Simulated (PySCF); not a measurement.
Br2Ge, neutral, multiplicity 1. Atoms are numbered in the order given.

```xyz
3

Ge     0.0000     0.0000     1.0225
Br     0.0000     1.8107    -0.4674
Br     0.0000    -1.8107    -0.4674
```
Charge 0, spin multiplicity 1.

Geometry: PBE0-D3(BJ)/def2-SVP. The isomer is the one that the SMILES or the coordinates give; other isomers of the formula were not compared.

Level of theory: ωB97X/def2-TZVPD (PySCF).

Gas-phase values at a fixed geometry.

```
Item                                                                                                             Value
---------------------------------------------------------------------------------------------  -----------------------
total energy                                                                                       -7225.50346 hartree
point group                                                                                                        C2v
highest occupied level                                                                                        -9.93 eV
lowest empty level                                                                                            -1.33 eV
orbital gap                                                                                                    8.61 eV
dipole moment                                                                                                0.401 e·Å
quadrupole, principal values (traceless, Buckingham form, about the centre of nuclear charge)    -5.27, 2.28, 2.99 D·Å
mean static polarisability                                                                       78.8 bohr³ (11.68 Å³)
polarisability, principal values                                                               57.3, 76.8, 102.3 bohr³
```
